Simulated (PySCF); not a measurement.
Job file and geometry (Å, from GFN2-xTB) of an NMR shielding run on `InChI=1S/C6H10F2SSi/c7-3-1-5-4(8)2-10-6(3)9-5/h3-6H,1-2,10H2/t3-,4-,5+,6+/m1/s1`, PySCF 2.14.0, density-fitted response routines, GIAO PBE0/pcSseg-1 NMR shielding, non-relativistic, gas phase; density fitting, a coarse starting grid and PySCF grid level 2 are the driver's defaults:

```
$ OMP_NUM_THREADS=1 python probes_run.py task.json out

{"job": {"kind": "nmr", "xc": "PBE0", "basis": "pcSseg-1"}, "charge": 0, "multiplicity": 1}
F      2.411090    -0.869676     1.006766
C      1.457709    -0.903637     0.008730
C      1.472646     0.425051    -0.737510
Si     0.573628     1.845175     0.164271
C     -1.022221     0.997478     0.765862
S     -0.370465    -0.185577     1.997012
C      0.113369    -1.292990     0.635177
C     -1.046037    -1.230312    -0.358684
C     -1.703065     0.158205    -0.300485
F     -3.047053     0.007289    -0.008639
H      1.775374    -1.717759    -0.663303
H      1.019130     0.270896    -1.717219
H      2.516280     0.684703    -0.915248
H      1.297106     2.340737     1.327965
H      0.265750     2.879004    -0.832021
H     -1.736389     1.650796     1.260002
H      0.218312    -2.287445     1.074092
H     -1.806609    -1.958052    -0.071142
H     -0.707563    -1.472316    -1.366738
H     -1.686138     0.669108    -1.271922
```

Q: Write the output of this run.

A: 
```
coarse grid: 18136 points
cycle   1  E = -1121.0691877444  dE =  1.375e+00  |g| = 6.844e-01  |ddm| = 4.170e+00
cycle   2  E = -1121.0124583456  dE =  5.673e-02  |g| = 9.498e-01  |ddm| = 1.294e+00
cycle   3  E = -1121.1533914377  dE = -1.409e-01  |g| = 8.894e-02  |ddm| = 7.677e-01
cycle   4  E = -1121.1545382973  dE = -1.147e-03  |g| = 4.631e-02  |ddm| = 1.034e-01
cycle   5  E = -1121.1550308573  dE = -4.926e-04  |g| = 7.806e-03  |ddm| = 5.244e-02
cycle   6  E = -1121.1550442389  dE = -1.338e-05  |g| = 2.905e-03  |ddm| = 1.373e-02
cycle   7  E = -1121.1550461855  dE = -1.947e-06  |g| = 5.479e-04  |ddm| = 3.702e-03
final grid: 167848 points
cycle   8  E = -1121.2320257603  dE = -6.502e-05  |g| = 1.073e-02  |ddm| = 4.113e-02
cycle   9  E = -1121.2319926965  dE =  3.306e-05  |g| = 1.648e-02  |ddm| = 2.389e-02
cycle  10  E = -1121.2320520699  dE = -5.937e-05  |g| = 1.274e-03  |ddm| = 1.550e-02
cycle  11  E = -1121.2320523756  dE = -3.058e-07  |g| = 3.530e-04  |ddm| = 1.645e-03
cycle  12  E = -1121.2320523970  dE = -2.140e-08  |g| = 9.140e-05  |ddm| = 3.605e-04
cycle  13  E = -1121.2320523990  dE = -1.934e-09  |g| = 2.154e-05  |ddm| = 1.395e-04
cycle  14  E = -1121.2320523991  dE = -7.731e-11  |g| = 7.986e-06  |ddm| = 2.468e-05
converged SCF energy = -1121.2320523991

GIAO shielding tensors (ppm)
atom      isotropic    diamagn.    paramagn.     s11        s22        s33       span
  0 F      356.530     472.930    -116.399    314.393    363.418    391.779     77.385
  1 C       96.101     241.455    -145.354     64.918     78.388    144.997     80.079
  2 C      173.497     252.490     -78.993    154.871    172.890    192.731     37.859
  3 Si     403.001     878.177    -475.176    370.210    416.589    422.203     51.993
  4 C      148.888     254.584    -105.696    116.485    147.012    183.166     66.681
  5 S      494.706    1055.548    -560.843    292.946    426.819    764.351    471.405
  6 C      127.543     250.155    -122.612     98.355    138.179    146.095     47.740
  7 C      142.339     248.709    -106.370    114.723    151.214    161.079     46.356
  8 C       86.886     243.660    -156.774     50.332     82.233    128.093     77.762
  9 F      349.360     470.778    -121.417    277.840    358.744    411.496    133.656
 10 H       26.765      29.320      -2.555     23.593     25.792     30.911      7.318
 11 H       31.000      31.060      -0.059     26.931     29.227     36.843      9.912
 12 H       30.448      28.612       1.837     25.797     27.430     38.118     12.322
 13 H       27.226      28.072      -0.847     23.627     24.984     33.066      9.439
 14 H       27.329      28.302      -0.973     23.370     24.438     34.180     10.810
 15 H       29.112      30.699      -1.587     25.063     25.686     36.588     11.524
 16 H       27.965      30.935      -2.970     23.701     25.106     35.089     11.388
 17 H       29.110      29.272      -0.163     23.836     27.267     36.227     12.390
 18 H       29.447      30.485      -1.038     25.494     27.779     35.067      9.573
 19 H       26.230      29.505      -3.275     22.195     27.271     29.224      7.030
```

Q: Turn these shieldings into chemical shifts. Referencing at the same level of theory: ¹⁹F (σ = 170.95 ppm) vs CFCl3; TMS for ¹³C (σ = 186.93 ppm), ²⁹Si (σ = 349.16 ppm), ¹H (σ = 31.72 ppm); ³³S (σ = 503.73 ppm) vs CS2.

A: Averaging equivalent atoms: F 9: -178.4; F 0: -185.6; C 8: 100.0; C 1: 90.8; C 6: 59.4; C 7: 44.6; C 4: 38.0; C 2: 13.4; Si 3: -53.8; S 5: 9; H 19: 5.49; H 10: 4.95; H 13: 4.49; H 14: 4.39; H 16: 3.75; H 17: 2.61; H 15: 2.60; H 18: 2.27; H 12: 1.27; H 11: 0.72 ppm. Unscaled 19F shifts against computed CFCl3 carry errors that often reach 10 to 50 ppm.

Size and cost of the density-fitted run: 234 basis functions, 100 s wall time on 1 thread of an Arm Neoverse N1, shared host; peak memory 1.1 GiB.
